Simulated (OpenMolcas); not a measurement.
How basis sets differ on CH2FNOSn (SMILES O=C=[N][SnH2][F])

CH2FNOSn has 7 atoms, charge 0, and is taken as a singlet. SMILES: `O=C=[N][SnH2][F]`. Geometry: relaxed at PBE0-D4/def2-TZVP. This is one conformer, not always the lowest.

```xyz
7

O    -0.2217   -2.8693   -0.9316
C    -0.1215   -1.9068   -0.2838
N    -0.0209   -0.9582    0.4494
Sn    0.1574    1.0316    0.3185
F    -0.8771    1.5100   -1.2201
H    -0.6186    1.6961    1.6652
H     1.7638    1.4285   -0.0432
```

Quantity: the dipole moment, in D. The values are calculated.

```
                              level          kind     program  value (D)  CPU time
                  HF/ANO-R0 (sfX2C)  Hartree–Fock  OpenMolcas       0.86     7.5 s
                          HF/STO-3G  Hartree–Fock  OpenMolcas       3.62     3.7 s
                           HF/3-21G  Hartree–Fock  OpenMolcas       4.11     5.2 s
HF/ANO-RCC-VDZ (DKH2, RICD fitting)  Hartree–Fock  OpenMolcas       5.18      16 s
       HF/def2-SVP (core potential)  Hartree–Fock  OpenMolcas       4.28      11 s
```

All-electron rows without a relativistic Hamiltonian named are non-relativistic, while core potentials hold scalar relativity, so basis and relativity change together. The values span 0.86 to 5.18 D. Magnitudes only. Sets without polarisation functions give poor dipoles. CPU times are rough (shared hosts, several kinds of processor and program).
